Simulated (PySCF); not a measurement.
TiOF2, SMILES [O]=[Ti]([F])[F], multiplicity 1. Atoms are numbered in the order given.

```xyz
4

Ti     0.1267    -0.0324     0.0000
O     -0.1161    -1.6075     0.0000
F     -0.1033     0.7540     1.5782
F     -0.1033     0.7540    -1.5782
```
Charge 0, spin multiplicity 1.

Coordinates come from a B3LYP-D3(BJ)/def2-SVP optimisation. The multiplicity is an assumed one; other spin states were not compared.

Two levels are set side by side: PBE/pcSseg-2 (PySCF) and PBE0/pcSseg-2 (PySCF). GIAO shifts against CFCl3 (¹⁹F), H2O (¹⁷O) at the same level; non-relativistic, no solvent, atoms listed together averaged. Differences are taken from unrounded values.

| quantity | PBE |
|---|---|
| δ(¹⁷O) of O2 (ppm) | 1169.5 |
| δ(¹⁹F) of F3, F4 (ppm) | 272.1 |

**Question.** These are the PBE values. What does PBE0 give? (Estimate from the structure and the level; the computed values follow.)

**Answer.** 
```csv
quantity,PBE0,PBE minus PBE0
δ(¹⁷O) of O2 (ppm),1346.0,-176.4
"δ(¹⁹F) of F3, F4 (ppm)",235.6,36.6
```

Rough cost on one machine, each run with all the roots and properties that it gave: PBE0 against PBE within a factor of 2.
